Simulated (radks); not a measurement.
All-electron atom: Gd IV in [Xe] 4f7.

Method: scalar-relativistic Kohn-Sham, B86b exchange with PBE correlation, spin-unpolarised, spherical densities, finite nucleus; Fermi nuclear charge, rms radius 5.1569 fm; computed with a radial shooting solver on a logarithmic mesh with Libxc functionals.

Energy parts (eV):
total: -306667.83
kinetic: 329254.57
electron-nucleus: -746467.62
Hartree: 117317.25
exchange-correlation: -6772.03

Orbitals (lengths in bohr, moments of r in powers of bohr; r(max) is where P^2 peaks):
orbital  occ.  eigenvalue (eV)      <r^4>   r(max)   <1/r>
1s          2        -50125.25  1.141e-06  0.01392   71.65
2s          2        -8297.637  0.0001815  0.07900   16.62
2p          6        -7387.335  0.0001356  0.06394   15.52
3s          2        -1859.043   0.007023   0.2242   6.100
3p          6        -1576.959   0.007363   0.2200   5.734
3d         10        -1204.449   0.005879   0.1801   5.441
4s          2        -394.5046     0.1729   0.5156   2.570
4p          6        -301.5193     0.2266   0.5380   2.363
4d         10        -172.8312     0.3581   0.5588   2.082
4f          7         -33.7157      2.264   0.5668   1.532
5s          2         -74.6891      5.658    1.194   1.001
5p          6         -51.8637      10.50    1.348  0.8531

The highest occupied level is 4f at -33.716 eV. Summed over all electrons, <r^2> = 35.21 bohr^2, which gives a Langevin (diamagnetic) susceptibility term of -27.9 x 10^-6 cm^3/mol. The electron density at the nucleus is 6.584e+05 e/bohr^3 (large components only). For comparison, the ionisation energy in NIST's Atomic Spectra Database is 44.4 eV (semi-empirical). In exact Kohn-Sham theory the highest level is minus the ionisation energy, but local and semilocal functionals leave it too shallow, through self-interaction and a potential that decays too fast; potentials with the right tail come closer.

Beside tabulated values, note that spin-unpolarised runs miss the spin-polarisation part of the exchange energy of open shells.
